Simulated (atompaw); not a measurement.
**What one change does to a pseudopotential (manganese, PAW (atompaw))**

```
Element                 : Mn
Generator               : atompaw 4.2.0.5
Type                    : PAW
Functional              : LDA (PW92)
Relativity              : scalar-relativistic
Frozen core             : [Ne] 3s2
Valence charge          : 13
Reference configuration : 3p6 3d5 4s2 4p0
Partial waves           : 4s (bound): rc 2.20 bohr; 4s channel at 0.6 Ry: rc 2.20 bohr; 3p (bound): rc 1.40 bohr; 4p (bound, empty): rc 2.20 bohr; 3d (bound): rc 2.20 bohr; 3d channel at 3.1 Ry: rc 1.95 bohr
Local potential         : troulliermartins scheme with l = 3 at 1 Ry, radius 2.00 bohr
Core correction         : smooth core density matched at 1.30 bohr
Augmentation charge     : besselshape compensation charge, radius 1.90 bohr; PAW radius 2.20 bohr; waves and projectors: custom polynom2 7 10 vanderbiltortho
```

Change: local potential bessel scheme, radius 2.00 bohr.

Cutoffs: the cutoffs (Ry, on a coarse ladder) from which the occupation-weighted sum of valence levels, in a spherical-Bessel basis at the reference potential, stays within 10 and 1 mRy of its value at 400 Ry; they do not see the model core or the augmentation charge, which bear on the density cutoff.

Task: What does the change do?

Result: The potential gets neither clearly harder nor softer (100 Ry and 300 Ry → 100 Ry and 300 Ry); the bound ghost in s disappears; the range in which the d phases agree narrows (upper end at the end of the scan → 1.0). A state that the projectors do not describe sees the local part alone, so a deeper or shallower local part can create or remove a ghost.

```tsv
quantity	base	changed
cutoff, loose	100 Ry	100 Ry
cutoff, tight	300 Ry	300 Ry
bound ghosts	s	none
s: phases at 2.21 bohr within 0.05 rad from the reference energy up to (Ry; the scan ends near 5)	to the end of the scan	to the end of the scan
p: phases at 2.21 bohr within 0.05 rad from the reference energy up to (Ry; the scan ends near 5)	to the end of the scan	to the end of the scan
d: phases at 2.21 bohr within 0.05 rad from the reference energy up to (Ry; the scan ends near 5)	to the end of the scan	1.0
lowest overlap eigenvalue by channel	s 0.17, p 0.64, d 1.00	s 0.20, p 0.68, d 1.00
```

 A true bound ghost makes a file unfit for plane-wave use even where its test errors are small: the radial tests pick states by their node count and pass the ghost by. The cutoffs see the waves, projectors and local potential, not the compensation charge or the core.
